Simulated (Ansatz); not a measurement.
Geometry optimisation, RHF/def2-SVP (Ansatz 0.2.0).

input.yaml

```yaml
crystal:
  periodic: [false, false, false]
  atoms:
    - { symbol: Ga, position_ang: [-0.630935, 0.252518, -0.179351] }
    - { symbol: F, position_ang: [2.114747, -1.151864, -0.275412] }
    - { symbol: O, position_ang: [-0.618312, 0.730423, -1.875927] }
    - { symbol: O, position_ang: [-1.702906, -1.038925, 0.355532] }
    - { symbol: H, position_ang: [2.271561, -0.580438, 0.402038] }
    - { symbol: Se, position_ang: [0.625675, 1.410742, 1.507428] }
    - { symbol: H, position_ang: [0.019227, 1.334713, -2.218503] }
    - { symbol: H, position_ang: [-2.199259, -1.521207, -0.288199] }
    - { symbol: H, position_ang: [0.120301, 0.564038, 2.572394] }
basis:
  gaussian: { orbitals: def2-SVP }
hamiltonian:
  xc: hf
relax:
  f_tol: 0.03
  max_steps: 50
```

Launched with:

```bash
$ ansatz run input.yaml --threads 2 --pin off --max-ram 3072MiB --backend cpu --events-out ev --progress --plain --runs-dir out
```

Where does it end, and by what steps?

It converged. After 11 steps the energy has fallen by 0.113 eV; F2 moved furthest, 0.56 Å.

```tsv
step	energy less start (eV)	largest force component (eV/Å)	accepted
0	0.0000	0.521	yes
1	-0.0125	1.259	yes
2	-0.0353	1.046	yes
3	-0.0511	1.074	yes
4	-0.0697	0.996	yes
5	-0.0695	0.977	no
6	-0.0888	0.258	yes
7	-0.1080	0.281	yes
8	-0.0820	0.502	no
9	-0.1122	0.083	yes
10	-0.1128	0.046	yes
11	-0.1131	0.007	yes
```

```xyz
9
Properties=species:S:1:pos:R:3
Ga -0.393 0.193 -0.169
F 1.570 -1.078 -0.358
O -0.475 0.704 -1.860
O -1.450 -1.114 0.375
H 2.085 -0.815 0.346
Se 0.641 1.485 1.514
H -0.037 1.480 -2.167
H -1.944 -1.593 -0.271
H 0.003 0.739 2.589
```

Whether the end is a true minimum wasn't checked by a vibrational analysis.

Time of the run: 32 s on 2 threads of Arm Neoverse V2, with other jobs on the host, peak memory 0.34 GiB.
